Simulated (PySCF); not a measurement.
Input for PySCF: R-MP2/6-31G* on CH2O2 (SMILES O=CO).

```python
from pyscf import gto, scf, dft, mp
from pyscf.data.elements import chemcore

mol = gto.M(
    atom='''
    O    -0.13700700   -1.17556318    2.71083942
    C     0.07182586   -0.16921500    3.32596971
    O     0.26794390    1.04274133    2.78356638
    H     0.13181194   -0.09965087    4.41960358
    H     0.20915333    0.94882520    1.81736999
    ''',
    basis='6-31g*',
    cart=True,
    charge=0, spin=0, verbose=3, max_memory=1800)
mf = scf.RHF(mol)
mf.conv_tol = 1e-8
mf.max_cycle = 100
mf.kernel()
if not mf.converged:
    mf = mf.newton().run(mf.mo_coeff, mf.mo_occ)
pt = mp.MP2(mf, frozen=chemcore(mol)).run()
```

Predict the final total energy.

-189.2412 hartree.
